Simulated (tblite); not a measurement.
Q: Give a GFN2-xTB geometry of `C[C@@H](C(=O)O)[C+](F)[C](F)F` [radical]. (Charge +1 and doublet state.)

A: 
Z-matrix in Å and degrees, rows numbered from 1:
```
C 
C   1  1.5133
C   2  1.6337  1  104.47
O   3  1.1803  2  120.14  1    84.73
O   3  1.2874  2  107.80  1   -93.43
C   2  1.4675  1  114.24  3   122.20
F   6  1.3174  2  117.84  1   -18.23
C   6  1.3716  2  124.44  1   163.29
F   8  1.3017  6  121.54  2    -0.47
F   8  1.2886  6  125.14  2  -179.40
H   1  1.0946  2  109.29  3   177.43
H   1  1.0870  2  111.18  3    58.13
H   1  1.0913  2  112.10  3   -65.14
H   2  1.0973  1  112.87  3  -109.63
H   5  0.9785  3  115.02  2   176.51
```

Of the pairs four or more bonds apart, F7···H13 is among the closest relative to their van der Waals radii: 2.57 Å, 96 % of the sum of Bondi's values. C8 (carbon bonded to C and 2 F) is planar (angles 125.1°, 121.5° and 113.3°, sum 360.0°, 0.01 Å off the plane of its three neighbours). The C–C distances run from 1.372 Å (C6–C8, drawn single) to 1.634 Å (C2–C3, drawn single), a spread of 0.262 Å. C3 (carbon bonded to C and 2 O) is planar (angles 132.0°, 120.1° and 107.8°, sum 360.0°, 0.01 Å off the plane of its three neighbours).

Computed geometry: GFN2-xTB, gas phase. This method treats the open shell by occupation alone, without spin polarisation.

Point group: C1 (no symmetry element, even within 0.4 Å). Its GFN2-xTB frequencies are all real (lowest 22 cm⁻¹). Torsions: C1–C2–C3–O4 85°, C2–C3–O5–H 177°, C1–C2–C6–F7 -18°, C2–C6–C8–F9 0°. 3 starts were optimised and ended at 0.00, 0.10 and 0.42 kcal/mol (GFN2-xTB); the lowest of these is shown.

One conformer stands for the species.
